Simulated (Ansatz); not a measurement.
Reaction (formal exchange of groups at a B–B bond): `BB[SiH2]F` + `C[SiH3]` → `F[SiH2]BC[SiH3]` + BH₃

Gas-phase electronic energies from Ansatz, PBE0-D4/def2-TZVP geometries. CCSD(T)/CBS adds triple-zeta CCSD(T) − MP2 to the extrapolated MP2 energy (def2 sets, frozen cores). This one scheme is used for every species. DFT in def2-TZVPP. One conformer a species, not always the lowest.

```csv
level,ΔE (kcal/mol)
ωB97M-V,-0.1
MP2/CBS(def2),-2.7
```

Task: What does CCSD(T)/CBS give? (An estimate is asked.)

Result: Ansatz gave: -0.9 kcal/mol. The listed levels differ from it by 0.8, -1.8 kcal/mol.

Largest T1 diagnostic among the species: 0.014.

From PBE to PBE0 (25 % exact exchange), in def2-TZVPP and without D4, ΔE moves by −1.7 kcal/mol. The D4 term adds −1.8 kcal/mol with B3LYP and −1.1 kcal/mol with PBE0; it sums over pairs of atoms, weighted by their polarisabilities, and B3LYP, whose exchange is more repulsive, gets the larger term.

B3LYP here is the variant with VWN-RPA as its local correlation; programs differ in this.
